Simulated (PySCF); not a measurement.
A mixed set of molecules.

All values: PBE0/def2-SVPD (PySCF) at GFN2-xTB geometries, gas phase, one conformer each. Core orbitals are frozen in the response; Δα² is half the sum of the squared differences of the principal polarisabilities.

**Question.** Rank by polarisability anisotropy Δα, lowest first.
A. `[F:1][Si@H:2]1[CH2:3][CH2:4][CH2:5][NH:6]1` with F1–Si2–C3–C4 99°, Si2–C3–C4–C5 33°, C3–C4–C5–N6 -42°, C4–C5–N6–Si2 33°
B. `[O:1]=[CH:2][SiH2:3][O:4][CH2:5][C:6](=[O:7])[OH:8]` with O1–C2–Si3–O4 1°, C2–Si3–O4–C5 42°, Si3–O4–C5–C6 24°, O4–C5–C6–O7 0°, C5–C6–O8–H 178°
C. `[F:1][CH2:2][O:3][C:4]1=[CH:5][CH2:6][SiH2:7][CH2:8]1` with F1–C2–O3–C4 -70°, C2–O3–C4–C5 169°
D. `[CH3:1][C@H:2]1[CH:3]=[C:4]1[CH2:5][SiH3:6]` with C3–C4–C5–Si6 -102°
E. `[CH2:1]=[C:2]([CH3:3])[C@@H:4]1[CH2:5][SiH2:6]1` with C1–C2–C4–C5 -156°

**Answer.** A (2.02 Å³), B (2.85 Å³), D (4.09 Å³), C (5.05 Å³), E (5.37 Å³).

**Question.** Rank by dipole moment, highest first.
A. `[CH3:1][C@H:2]1[CH:3]=[C:4]1[CH2:5][SiH3:6]` with C3–C4–C5–Si6 -102°
B. `[F:1][CH2:2][O:3][C:4]1=[CH:5][CH2:6][SiH2:7][CH2:8]1` with F1–C2–O3–C4 -70°, C2–O3–C4–C5 169°
C. `[NH2:1][Si@@H:2]1[CH2:3][CH2:4][C@@H:5]1[F:6]` with H–N1–Si2–C3 40° and 178°
D. `[F:1][CH2:2][O:3][C:4]1=[CH:5][SiH2:6][CH2:7][CH2:8]1` with F1–C2–O3–C4 180°, C2–O3–C4–C5 0°, C4–C5–Si6–C7 9°, C5–Si6–C7–C8 -16°, Si6–C7–C8–C4 19°, O3–C4–C8–C7 167°
E. `[F:1][Si@H:2]1[CH2:3][CH2:4][CH2:5][NH:6]1` with F1–Si2–C3–C4 99°, Si2–C3–C4–C5 33°, C3–C4–C5–N6 -42°, C4–C5–N6–Si2 33°
F. `[O:1]=[CH:2][SiH2:3][O:4][CH2:5][C:6](=[O:7])[OH:8]` with O1–C2–Si3–O4 1°, C2–Si3–O4–C5 42°, Si3–O4–C5–C6 24°, O4–C5–C6–O7 0°, C5–C6–O8–H 178°

**Answer.** E (2.41 D), F (1.79 D), B (1.61 D), D (1.45 D), C (1.05 D), A (0.78 D).

**Question.** Rank by HOMO–LUMO gap, highest first.
A. `N[Si@@H]1CC[C@@H]1F`
B. `C=C(C)[C@@H]1C[SiH2]1`
C. `FCOC1=CC[SiH2]C1`
D. `C[C@H]1C=C1C[SiH3]`
E. `O=C[SiH2]OCC(=O)O`
F. `[Si@H]1(NCCC1)F`

**Answer.** F (7.66 eV), A (7.22 eV), C (7.01 eV), D (6.83 eV), B (5.99 eV), E (5.44 eV).

All values together:

```tsv
SMILES	formula	μ (D)	HOMO (eV)	LUMO (eV)	α (Å³)	Δα (Å³)	electrons	α per electron (Å³)
C[C@H]1C=C1C[SiH3]	C5H10Si	0.78	-6.67	0.17	12.79	4.09	54	0.237
N[Si@@H]1CC[C@@H]1F	C3H8FNSi	1.05	-7.06	0.16	10.12	1.96	56	0.181
F[Si@H]1CCCN1	C3H8FNSi	2.41	-7.08	0.58	9.61	2.02	56	0.172
O=C[SiH2]OCC(=O)O	C3H6O4Si	1.79	-6.86	-1.42	10.98	2.85	70	0.157
C=C(C)[C@@H]1C[SiH2]1	C5H10Si	0.79	-6.12	-0.13	13.38	5.37	54	0.248
FCOC1=C[SiH2]CC1	C5H9FOSi	1.45	-7.11	0.20	13.20	5.14	70	0.189
F[C@H]1CCN[SiH2]1	C3H8FNSi	1.87	-6.80	0.34	10.03	1.89	56	0.179
FCOC1=CC[SiH2]C1	C5H9FOSi	1.61	-6.61	0.40	13.14	5.05	70	0.188
```

Conformers: `[CH3:1][C@H:2]1[CH:3]=[C:4]1[CH2:5][SiH3:6]` with C3–C4–C5–Si6 -102°; `[NH2:1][Si@@H:2]1[CH2:3][CH2:4][C@@H:5]1[F:6]` with H–N1–Si2–C3 40° and 178°; `[F:1][Si@H:2]1[CH2:3][CH2:4][CH2:5][NH:6]1` with F1–Si2–C3–C4 99°, Si2–C3–C4–C5 33°, C3–C4–C5–N6 -42°, C4–C5–N6–Si2 33°; `[O:1]=[CH:2][SiH2:3][O:4][CH2:5][C:6](=[O:7])[OH:8]` with O1–C2–Si3–O4 1°, C2–Si3–O4–C5 42°, Si3–O4–C5–C6 24°, O4–C5–C6–O7 0°, C5–C6–O8–H 178°; `[CH2:1]=[C:2]([CH3:3])[C@@H:4]1[CH2:5][SiH2:6]1` with C1–C2–C4–C5 -156°; `[F:1][CH2:2][O:3][C:4]1=[CH:5][SiH2:6][CH2:7][CH2:8]1` with F1–C2–O3–C4 180°, C2–O3–C4–C5 0°, C4–C5–Si6–C7 9°, C5–Si6–C7–C8 -16°, Si6–C7–C8–C4 19°, O3–C4–C8–C7 167°; `[F:1][C@H:2]1[CH2:3][CH2:4][NH:5][SiH2:6]1` with F1–C2–C3–C4 84°, C2–C3–C4–N5 42°, C3–C4–N5–Si6 -32°, C4–N5–Si6–C2 11°; `[F:1][CH2:2][O:3][C:4]1=[CH:5][CH2:6][SiH2:7][CH2:8]1` with F1–C2–O3–C4 -70°, C2–O3–C4–C5 169°.

**Question.** How closely does the mean polarisability follow the number of electrons in this set?

**Answer.** The correlation coefficient is 0.31; α per electron runs from 0.157 to 0.248 Å³.
